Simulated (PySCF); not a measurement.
A structure optimised at B3LYP-D3(BJ)/def2-SVP, used in a PySCF frequency run:

```xyz
7

B     -0.0360     0.0064     0.0000
Se     1.9172    -0.1202     0.0000
H      2.1616     1.3356     0.0000
Se    -0.8554     1.7737     0.0000
H     -2.2625     1.3283     0.0000
Se    -0.9846    -1.6996     0.0000
H     -2.3439    -1.1288     0.0000
```

Question: Write its SMILES, formula and point group.

Answer: [SeH]B([SeH])[SeH], BH₃Se₃, Cs

Question: What are its rotational constants (standard atomic weights)?

Answer: 1.1493, 1.0468, 0.54783 GHz
